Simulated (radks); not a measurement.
The numbers below are computed, except where a source is named.
V19+, 4 electrons, occupied as [He] 2s2 (the NIST ground configuration). Level of theory: scalar-relativistic Kohn-Sham, Slater X-alpha with alpha = 0.823, spin-polarised, spherical densities, point nucleus (a radial shooting solver on a logarithmic mesh with Libxc functionals).

Normalised radial functions P(r) = r R(r), r in bohr:

```
   r/bohr * 1s, o 2s (the largest magnitude, 3.5, reaches the edge; | marks zero, & curves that meet)
 0.002403                             |o  *
 0.002645                             |o  *
 0.002911                             | o  *
 0.003205                             | o  *
 0.003528                             | o   *
 0.003883                             | o   *
 0.004274                             | o    *
 0.004705                             | o    *
 0.005179                             |  o    *
 0.005701                             |  o     *
 0.006275                             |  o     *
 0.006908                             |  o      *
 0.007604                             |   o      *
  0.00837                             |   o       *
 0.009213                             |   o        *
  0.01014                             |    o        *
  0.01116                             |    o         *
  0.01229                             |    o          *
  0.01353                             |     o          *
  0.01489                             |     o           *
  0.01639                             |     o            *
  0.01804                             |      o            *
  0.01986                             |      o             *
  0.02186                             |      o              *
  0.02406                             |       o              *
  0.02649                             |       o               *
  0.02916                             |       o                *
  0.03209                             |       o                 *
  0.03533                             |       o                 *
  0.03889                             |       o                  *
   0.0428                             |       o                  *
   0.0475                             |      o                   *
  0.05228                             |      o                   *
  0.05755                             |     o                   *
  0.06335                             |    o                   *
  0.06973                             |   o                   *
  0.07676                             | o                   *
  0.08449                             |o                   *
    0.093                            o|                  *
   0.1024                          o  |                *
   0.1127                        o    |             *
    0.124                      o      |           *
   0.1365                    o        |         *
   0.1503                  o          |       *
   0.1654                 o           |     *
   0.1821               o             |    *
   0.2005              o              |   *
   0.2207              o              |  *
   0.2429             o               | *
   0.2674              o              |*
   0.2943               o             |*
    0.324                o            *
   0.3566                 o           *
   0.3925                   o         *
   0.4321                     o       *
   0.4756                       o     *
   0.5236                        o    *
   0.5763                          o  *
   0.6344                           o *
   0.6983                            o*
   0.7686                            o*
   0.8461                             &
   0.9314                             &
```

1s: eigenvalue -6503.9 eV, 0 radial nodes, <r> = 0.0659 bohr, 90 % of the charge inside 0.117 bohr. 2s: eigenvalue -1459.0 eV, 1 radial node at r = 0.0881 bohr, <r> = 0.276 bohr, 90 % of the charge inside 0.421 bohr.
